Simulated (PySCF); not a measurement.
WOBr4, SMILES [O]=[W]([Br])([Br])([Br])[Br], multiplicity 1.

The structure is a stationary point at PBE0-D3(BJ)/def2-SVP. The spin state was assumed, not searched. The def2 effective core potentials stand for the cores of W; spin–orbit coupling is left out.

Level of theory: HF/def2-TZVP (PySCF).

Isolated molecule, no solvent.

Computed frontier levels, gap, dipole moment:
| Quantity | Value |
|---|---|
| highest occupied level | -10.87 eV |
| lowest empty level | -1.36 eV |
| orbital gap | 9.51 eV |
| dipole moment | 0.90 D |
| quadrupole, principal values (traceless, Buckingham form, about the centre of nuclear charge) | -13.92, 6.96, 6.96 D·Å |
